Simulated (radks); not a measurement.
Numerical settings for the neodymium ion Nd3+, [Xe] 4f3. All-electron calculation, Dirac Kohn-Sham, PBE, spin-unpolarised, spherical densities, finite nucleus; open shells fill j = l - 1/2 first; Fermi nuclear charge, rms radius 4.9123 fm. Program: a radial shooting solver on a logarithmic mesh with Libxc functionals. The defaults (mesh step 0.008 in ln r, mesh end at 40 bohr or more with all orbitals vanishing there, Anderson mixing 0.5 over 9 steps, residual threshold near 1e-9 with the energy settled to 1e-9 hartree or 1e-11 of itself, here a cap of 78 iterations) give E = -9627.9462 hartree and 4f5/2 at -30.930 eV in 14 iterations. Times are rough (one thread of a shared host). One setting is changed at a time: mesh step in ln r 0.02; mesh step in ln r 0.12; mesh step in ln r 0.005; mesh end (bohr) 20; mesh end (bohr) 3; residual threshold 0.1; residual threshold 0.01; mixing 1.5; linear mixing, mixing 0.5; linear mixing, mixing 0.8; mixing history 2; iteration cap 3. Which runs fail to converge, and which converge to a wrong energy?

Answer. Not converged within the cap: mesh step in ln r 0.12; iteration cap 3. Settings that end as converged yet miss the energy by more than 1 mhartree: mesh end (bohr) 3 (+0.586 hartree).
